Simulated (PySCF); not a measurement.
PySCF input for C2H11NSi3, SMILES [C@@H]1([SiH3])[SiH2]CN1[SiH3], TDA-PBE/def2-SVPD. Geometry optimised at PBE-D3(BJ)/def2-SVP. The structure was generated by enumeration; whether it is a known compound was not checked.

```python
import numpy as np
from pyscf import gto, scf, dft, tdscf

mol = gto.M(
    atom='''
    Si   -1.66684841   -1.18854499    0.83095307
    C    -0.52035743    0.30133068    0.55344890
    Si   -0.99150618    1.51545072   -0.86229354
    C     0.82054903    1.04488416   -1.26314649
    N     0.72978266    0.01021725   -0.20575756
    Si    2.12648793   -0.85146855    0.41460163
    H    -1.04609536   -2.23975085    1.71241915
    H    -2.93544431   -0.70618345    1.48861673
    H    -2.00428438   -1.81444756   -0.49495267
    H    -0.35824375    0.85326555    1.51357989
    H    -2.03092163    1.01061072   -1.82553085
    H    -1.30184384    2.94176499   -0.49781269
    H     1.55321992    1.86099187   -1.04839283
    H     1.04924914    0.63540536   -2.27107213
    H     1.64070448   -2.03465341    1.20358406
    H     2.95246298   -1.29227110   -0.76311549
    H     3.01770194   -0.01966248    1.31550892
    ''',
    basis='def2-SVPD',
    charge=0,
    spin=0,
    max_memory=1600,
    verbose=4,
)
mf = dft.RKS(mol, xc='pbe').density_fit(auxbasis='def2-universal-jkfit')
mf.grids.level = 3
mf.conv_tol = 1e-9
mf.max_cycle = 100
mf.kernel()
mf.grids = dft.Grids(mol).set(level=1).build(with_non0tab=True)  # coarser grid for the response kernel
td = tdscf.TDA(mf)
td.singlet = True
td.nstates = 6
td.conv_tol = 1e-4
td.positive_eig_threshold = 1e-6
td.kernel(x0=td.get_init_guess(mf, 11))
td.analyze()
tt = tdscf.TDA(mf)
tt.singlet = False
tt.nstates = 2
tt.conv_tol = 1e-4
tt.positive_eig_threshold = 1e-6
tt.kernel(x0=tt.get_init_guess(mf, 7))
tt.analyze(verbose=3)
```

Output:

```
PySCF version 2.14.0

[INPUT] verbose = 4
[INPUT] num. atoms = 17
[INPUT] num. electrons = 72
[INPUT] charge = 0
[INPUT] spin (= nelec alpha-beta = 2S) = 0
[INPUT] symmetry False subgroup None
[INPUT] Mole.unit = angstrom
[INPUT] Symbol           X                Y                Z      unit          X                Y                Z       unit  Magmom
[INPUT]  1 Si    -1.666848410000  -1.188544990000   0.830953070000 AA   -3.149886986067  -2.246024517824   1.570273724667 Bohr   0.0
[INPUT]  2 C     -0.520357430000   0.301330680000   0.553448900000 AA   -0.983333029583   0.569432458129   1.045866844942 Bohr   0.0
[INPUT]  3 Si    -0.991506180000   1.515450720000  -0.862293540000 AA   -1.873675131014   2.863786816075  -1.629498629582 Bohr   0.0
[INPUT]  4 C      0.820549030000   1.044884160000  -1.263146490000 AA    1.550612938478   1.974544894296  -2.387000921306 Bohr   0.0
[INPUT]  5 N      0.729782660000   0.010217250000  -0.205757560000 AA    1.379089357857   0.019307804246  -0.388825436459 Bohr   0.0
[INPUT]  6 Si     2.126487930000  -0.851468550000   0.414601630000 AA    4.018479794893  -1.609042363181   0.783483531498 Bohr   0.0
[INPUT]  7 H     -1.046095360000  -2.239750850000   1.712419150000 AA   -1.976833730578  -4.232515693762   3.236003203960 Bohr   0.0
[INPUT]  8 H     -2.935444310000  -0.706183450000   1.488616730000 AA   -5.547185799813  -1.334493314200   2.813077924146 Bohr   0.0
[INPUT]  9 H     -2.004284380000  -1.814447560000  -0.494952670000 AA   -3.787548553944  -3.428808955785  -0.935324990922 Bohr   0.0
[INPUT] 10 H     -0.358243750000   0.853265550000   1.513579890000 AA   -0.676982573337   1.612438201026   2.860251459749 Bohr   0.0
[INPUT] 11 H     -2.030921630000   1.010610720000  -1.825530850000 AA   -3.837885661155   1.909777479350  -3.449753338444 Bohr   0.0
[INPUT] 12 H     -1.301843840000   2.941764990000  -0.497812690000 AA   -2.460128314552   5.559130153934  -0.940729645433 Bohr   0.0
[INPUT] 13 H      1.553219920000   1.860991870000  -1.048392830000 AA    2.935160260019   3.516764954342  -1.981175319658 Bohr   0.0
[INPUT] 14 H      1.049249140000   0.635405360000  -2.271072130000 AA    1.982793511035   1.200742108481  -4.291704334833 Bohr   0.0
[INPUT] 15 H      1.640704480000  -2.034653410000   1.203584060000 AA    3.100482118547  -3.844937703312   2.274444241292 Bohr   0.0
[INPUT] 16 H      2.952462980000  -1.292271100000  -0.763115490000 AA    5.579346425117  -2.442038457690  -1.442079277513 Bohr   0.0
[INPUT] 17 H      3.017701940000  -0.019662480000   1.315508920000 AA    5.702630192169  -0.037156702130   2.485951573222 Bohr   0.0

nuclear repulsion = 440.620993159788
number of shells = 98
number of NR pGTOs = 326
number of NR cGTOs = 220
basis = def2-SVPD
ecp = {}


******** <class 'pyscf.df.df_jk.DFRKS'> ********
method = DFRKS
initial guess = minao
damping factor = 0
level_shift factor = 0
DIIS = <class 'pyscf.scf.diis.CDIIS'>
diis_start_cycle = 1
diis_space = 8
diis_damp = 0
SCF conv_tol = 1e-09
SCF conv_tol_grad = None
SCF max_cycles = 100
direct_scf = False
XC library pyscf.dft.libxc version 7.1.2
    S. Lehtola, C. Steigemann, M. J. T. Oliveira, and M. A. L. Marques,  SoftwareX 7, 1–5 (2018)
XC functionals = pbe
    J. P. Perdew, K. Burke, and M. Ernzerhof,  Phys. Rev. Lett. 77, 3865 (1996)
    J. P. Perdew, K. Burke, and M. Ernzerhof,  Phys. Rev. Lett. 78, 1396 (1997)
    J. P. Perdew, K. Burke, and M. Ernzerhof,  Phys. Rev. Lett. 77, 3865 (1996)
    J. P. Perdew, K. Burke, and M. Ernzerhof,  Phys. Rev. Lett. 78, 1396 (1997)
radial grids:
    Treutler-Ahlrichs [JCP 102, 346 (1995); DOI:10.1063/1.469408] (M4) radial grids

becke partition: Becke, JCP 88, 2547 (1988); DOI:10.1063/1.454033
pruning grids: <function nwchem_prune>
grids dens level: 3
symmetrized grids: False
atomic radii adjust function: <function treutler_atomic_radii_adjust>
small_rho_cutoff = 0
Set gradient conv threshold to 3.16228e-05
Initial guess from minao.
tot grids = 207568
init E= -1005.04952962916
  HOMO = -0.261521763608828  LUMO = -0.0700008193105761  gap/eV = 5.21155
cycle= 1 E= -1004.95717358613  delta_E= 0.0924  |g|= 0.469  |ddm|=  5.4
  HOMO = -0.0987979699988339  LUMO = -0.0166724806868257  gap/eV = 2.23475
cycle= 2 E= -1004.73509322777  delta_E= 0.222  |g|= 1.02  |ddm|= 2.43
  HOMO = -0.200329564817342  LUMO = -0.0386969563520498  gap/eV = 4.39825
cycle= 3 E= -1005.01431077296  delta_E= -0.279  |g|= 0.144  |ddm|= 1.85
  HOMO = -0.186159211299107  LUMO = -0.0384985036635626  gap/eV = 4.01805
cycle= 4 E= -1005.01883327298  delta_E= -0.00452  |g|= 0.068  |ddm|= 0.271
  HOMO = -0.189708816358905  LUMO = -0.0390961810654367  gap/eV = 4.09838
cycle= 5 E= -1005.01984356937  delta_E= -0.00101  |g|= 0.0145  |ddm|= 0.0919
  HOMO = -0.190450664671692  LUMO = -0.0398995592092639  gap/eV = 4.09670
cycle= 6 E= -1005.01990274731  delta_E= -5.92e-05  |g|= 0.00407  |ddm|= 0.0315
  HOMO = -0.190337112294403  LUMO = -0.039568809821954  gap/eV = 4.10261
cycle= 7 E= -1005.01990748488  delta_E= -4.74e-06  |g|= 0.00142  |ddm|= 0.00942
  HOMO = -0.190262756075918  LUMO = -0.0395416935705706  gap/eV = 4.10133
cycle= 8 E= -1005.01990802656  delta_E= -5.42e-07  |g|= 0.000326  |ddm|= 0.0023
  HOMO = -0.190258302203392  LUMO = -0.0395566417442237  gap/eV = 4.10080
cycle= 9 E= -1005.0199080562  delta_E= -2.96e-08  |g|= 6.98e-05  |ddm|= 0.000744
  HOMO = -0.190264749559892  LUMO = -0.039554632522997  gap/eV = 4.10103
cycle= 10 E= -1005.01990805799  delta_E= -1.79e-09  |g|= 1.73e-05  |ddm|= 0.000178
  HOMO = -0.190265466596  LUMO = -0.039555337007779  gap/eV = 4.10103
cycle= 11 E= -1005.01990805808  delta_E= -9.35e-11  |g|= 6.78e-06  |ddm|= 4.57e-05
  HOMO = -0.190263908483787  LUMO = -0.0395549839278941  gap/eV = 4.10100
Extra cycle  E= -1005.01990805805  delta_E= 3.07e-11  |g|= 1.28e-05  |ddm|= 2.98e-05
converged SCF energy = -1005.01990805805
tot grids = 61912
Overwritten attributes  positive_eig_threshold  of <class 'pyscf.tdscf.rks.TDA'>


******** <class 'pyscf.tdscf.rks.TDA'> for <class 'pyscf.df.df_jk.DFRKS'> ********
nstates = 6 singlet
deg_eia_thresh = 1.000e-03
wfnsym = None
conv_tol = 0.0001
eigh lindep = 1e-12
eigh level_shift = 0
eigh max_cycle = 100


Excitation energies (eV)
[4.12553708 4.54332066 5.07495137 5.32347854 5.4316292  5.50969766]

** Singlet excitation energies and oscillator strengths **
Excited State   1:      4.12554 eV    300.53 nm  f=0.0013
      36 -> 37       -0.70662
Excited State   2:      4.54332 eV    272.89 nm  f=0.0075
      36 -> 38        0.69975
Excited State   3:      5.07495 eV    244.31 nm  f=0.0082
      36 -> 39       -0.69219
Excited State   4:      5.32348 eV    232.90 nm  f=0.0355
      36 -> 40        0.67700
      36 -> 41        0.16579
Excited State   5:      5.43163 eV    228.26 nm  f=0.0134
      36 -> 40        0.15461
      36 -> 41       -0.68410
Excited State   6:      5.50970 eV    225.03 nm  f=0.0049
      36 -> 42        0.69979

** Transition electric dipole moments (AU) **
state          X           Y           Z        Dip. S.      Osc.
  1         0.0642     -0.0854     -0.0338      0.0126      0.0013
  2        -0.1127      0.2327      0.0288      0.0677      0.0075
  3         0.0692      0.2116      0.1295      0.0663      0.0082
  4         0.5105      0.1009      0.0387      0.2723      0.0355
  5         0.2254     -0.0499      0.2174      0.1005      0.0134
  6        -0.0972     -0.1502     -0.0666      0.0364      0.0049

** Transition velocity dipole moments (imaginary part, AU) **
state          X           Y           Z        Dip. S.      Osc.
  1         0.0056     -0.0055     -0.0039      0.0001      0.0003
  2        -0.0046      0.0076     -0.0012      0.0001      0.0003
  3         0.0121      0.0439      0.0297      0.0030      0.0106
  4         0.0779      0.0322      0.0027      0.0071      0.0243
  5         0.0380      0.0068      0.0369      0.0029      0.0095
  6        -0.0213     -0.0264     -0.0235      0.0017      0.0056

** Transition magnetic dipole moments (imaginary part, AU) **
state          X           Y           Z
  1        -0.0975      0.1937      0.0020
  2         0.0974      0.0394      0.0512
  3        -0.0577     -0.0062     -0.2585
  4         0.3080      0.0749      0.1555
  5         0.0367      0.0660     -0.0191
  6         0.2602      0.1044     -0.2129


******** <class 'pyscf.tdscf.rks.TDA'> for <class 'pyscf.df.df_jk.DFRKS'> ********
nstates = 2 triplet
deg_eia_thresh = 1.000e-03
wfnsym = None
conv_tol = 0.0001
eigh lindep = 1e-12
eigh level_shift = 0
eigh max_cycle = 100


Excitation energies (eV)
[4.04874007 4.33457552]

** Triplet excitation energies and oscillator strengths **
Excited State   1:      4.04874 eV    306.23 nm  f=0.0000
Excited State   2:      4.33458 eV    286.04 nm  f=0.0000
```

Self-consistency was reached.
